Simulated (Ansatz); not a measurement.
A run of Ansatz (development build ahead of 0.2.0) on triplet CoH at this shape:

```xyz
2

Co    0.0000    0.0000    0.0000
H     0.0000    0.0000    2.2990
```

Its results:

| Property | Result |
| --- | --- |
| Converged | yes |
| Total energy | -1383.05728 hartree |
| Spin squared of the determinant | 2.123 |
| Stability test | minimum |

Which input gives this output? Name the method, the orbitals and the basis set, and write the input.

PBE0 (unrestricted) in pcseg-2.

```yaml
crystal:
  periodic: [false, false, false]
  atoms:
    - { symbol: Co, position_ang: [0.0, 0.0, 0.0] }
    - { symbol: H, position_ang: [0.0, 0.0, 2.299] }
basis:
  gaussian: { orbitals: pcseg-2 }
magnetization:
  spin_polarized: true
  initial_magnetization: 2
hamiltonian:
  xc: pbe0
```

Caution: the unrestricted determinant is spin contaminated.
